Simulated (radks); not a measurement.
Results of a calculation; reference values are marked as such.
Problem. All-electron atom: the technetium ion Tc5+ in [Kr] 4d2 (the NIST ground configuration). Code: a radial shooting solver on a logarithmic mesh with Libxc functionals. Model: Dirac Kohn-Sham, PBE, spin-unpolarised, spherical densities, point nucleus; open shells fill j = l - 1/2 first. Some entries of the table are withheld. Estimate them.

orbital,occ.,eigenvalue (Ry),r(max) (bohr)
1s1/2,2,-1537.889,0.02228
2s1/2,2,-223.5481,(1)
2p1/2,2,-206.5104,0.09815
2p3/2,4,-197.8195,0.1021
3s1/2,2,(2),0.3724
3p1/2,2,(3),(4)
3p3/2,4,(5),(6)
3d3/2,4,-23.33726,0.3096
3d5/2,6,-23.05708,0.3124
4s1/2,2,-9.97751,(7)
4p1/2,2,-8.00657,0.9925
4p3/2,4,-7.77066,1.015
4d3/2,2,(8),1.173
4d5/2,0,(9),1.181

Solution. 
(1) 2s1/2 r(max) (bohr): 0.1263
(2) 3s1/2 eigenvalue (Ry): -42.90478
(3) 3p1/2 eigenvalue (Ry): -36.36013
(4) 3p1/2 r(max) (bohr): 0.3593
(5) 3p3/2 eigenvalue (Ry): -34.90445
(6) 3p3/2 r(max) (bohr): 0.3687
(7) 4s1/2 r(max) (bohr): 0.9418
(8) 4d3/2 eigenvalue (Ry): -4.73312
(9) 4d5/2 eigenvalue (Ry): -4.70157
